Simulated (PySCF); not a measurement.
## `C=C1[C@@H](C)C=C[Si@H]1O`, C₆H₁₀OSi

Geometry:
```json
{"atom": "C1", "x (Å)": "-0.717", "y (Å)": "2.024", "z (Å)": "-0.231"}
{"atom": "C2", "x (Å)": "-0.031", "y (Å)": "0.913", "z (Å)": "-0.012"}
{"atom": "C3", "x (Å)": "-0.532", "y (Å)": "-0.186", "z (Å)": "0.903"}
{"atom": "C4", "x (Å)": "-1.833", "y (Å)": "-0.805", "z (Å)": "0.378"}
{"atom": "C5", "x (Å)": "0.527", "y (Å)": "-1.247", "z (Å)": "1.005"}
{"atom": "C6", "x (Å)": "1.637", "y (Å)": "-1.132", "z (Å)": "0.285"}
{"atom": "Si7", "x (Å)": "1.674", "y (Å)": "0.466", "z (Å)": "-0.704"}
{"atom": "O8", "x (Å)": "1.801", "y (Å)": "0.350", "z (Å)": "-2.327"}
{"atom": "H9", "x (Å)": "-1.676", "y (Å)": "2.223", "z (Å)": "0.226"}
{"atom": "H10", "x (Å)": "-0.342", "y (Å)": "2.793", "z (Å)": "-0.886"}
{"atom": "H11", "x (Å)": "-0.729", "y (Å)": "0.227", "z (Å)": "1.901"}
{"atom": "H12", "x (Å)": "-2.161", "y (Å)": "-1.613", "z (Å)": "1.028"}
{"atom": "H13", "x (Å)": "-1.676", "y (Å)": "-1.207", "z (Å)": "-0.622"}
{"atom": "H14", "x (Å)": "-2.622", "y (Å)": "-0.058", "z (Å)": "0.329"}
{"atom": "H15", "x (Å)": "0.317", "y (Å)": "-2.087", "z (Å)": "1.655"}
{"atom": "H16", "x (Å)": "2.410", "y (Å)": "-1.884", "z (Å)": "0.325"}
{"atom": "H17", "x (Å)": "2.755", "y (Å)": "1.399", "z (Å)": "-0.424"}
{"atom": "H18", "x (Å)": "1.189", "y (Å)": "-0.169", "z (Å)": "-2.843"}
```

Theory: TDDFT PBE0/def2-SVPD circular dichroism and optical rotation, one conformer, gas phase in PySCF. Geometry: GFN2-xTB.

Draw the ECD and absorption spectra from the lowest 8 states, each a Gaussian of half-width 0.25 eV at 1/e height.


```
E (eV)  λ (nm)  Δε (L mol⁻¹ cm⁻¹)  ε (L mol⁻¹ cm⁻¹)
  4.99     248              -0.08              4.45
  5.14     241              -0.61              36.1
  5.29     234              -2.34               169
  5.44     228              -4.73               609
  5.59     222              -6.10              1870
  5.74     216              -5.82              3810
  5.89     210              -0.42              5030
  6.04     205              +8.53              5680
  6.19     200              +6.06              5670
  6.34     196              -1.29              4340
  6.49     191             +19.15              5020
  6.64     187             +54.67              8480
  6.79     183             +45.55             10100
  6.94     179             -10.75             10600
```
Δε uses R in velocity form, ε uses f in length form. Only the states computed contribute, so the short-wavelength end is incomplete.
